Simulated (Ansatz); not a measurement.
Computed with Ansatz on PBE0-D4/def2-TZVP structures; ΔE is electronic, products minus reactants. CCSD(T)/CBS is the MP2 limit (def2-TZVPP, def2-QZVPP) plus CCSD(T) − MP2 in def2-TZVPP, frozen cores. This one scheme is used for every species. DFT in def2-TZVPP. B3LYP here is the variant with VWN-RPA as its local correlation; programs differ in this. One conformer a species, not always the lowest.

Reaction (formal exchange of groups at the Si–N bond): `C=N[SiH](N)O` + CH₃NH₂ → `NC[SiH](N)O` + `C=N`

CCSD(T)/CBS gives +13.0 kcal/mol.

Problem. Another level gave +11.8 kcal/mol. Which?
A. ωB97X-V/def2-TZVPP
B. HF/def2-TZVPP
C. B3LYP/def2-TZVPP
D. PBE-D4/def2-TZVPP

Solution. D. PBE-D4 11.8, B3LYP 14.3, ωB97X-V 12.7, HF/def2-TZVPP 16.7 kcal/mol.

Largest T1 diagnostic among the species: 0.012.

In def2-TZVPP, CCSD(T) changes the Hartree–Fock value by −3.9 kcal/mol (the triples alone add −0.3 kcal/mol) and MP2 by −3.1 kcal/mol.
